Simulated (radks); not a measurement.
The numbers below are computed, except where a source is named.
Q: The table gives one normalised radial function P(r) = r R(r) of Cu2+ in [Ne] 3s2 3d10 3p(up 2.5, down 2.5) (r in bohr). Level of theory: non-relativistic Kohn-Sham, PBE, spin-polarised, spherical densities, point nucleus (a radial shooting solver on a logarithmic mesh with Libxc functionals).

r	P
0.003154	0.1035
0.004042	0.1291
0.005138	0.1588
0.006531	0.1936
0.008303	0.2330
0.01056	0.2761
0.01353	0.3217
0.0172	0.3622
0.02186	0.3918
0.02779	0.4000
0.03533	0.3731
0.04527	0.2928
0.05755	0.1520
0.07316	-0.0520
0.093	-0.2994
0.1182	-0.5394
0.1515	-0.6923
0.1926	-0.6510
0.2448	-0.3611
0.3113	0.1491
0.3957	0.7353
0.503	1.1817
0.6446	1.3145
0.8195	1.1156
1.042	0.7452
1.324	0.3889
1.684	0.1538
2.157	0.0417
2.743	0.0078
3.486	0.0009

Which n and l does it have? It may be an empty orbital.

A: n = 3, l = 0: the number of nodes gives n - l - 1 = 2, the rise at small r (about r^(l+1)) gives l, and the extent must fit the shell. The curve is that of 3s. 3s: eigenvalue -137.65 eV, 2 radial nodes at r = 0.0692, 0.292 bohr, <r> = 0.719 bohr, 90 % of the charge inside 1.08 bohr.
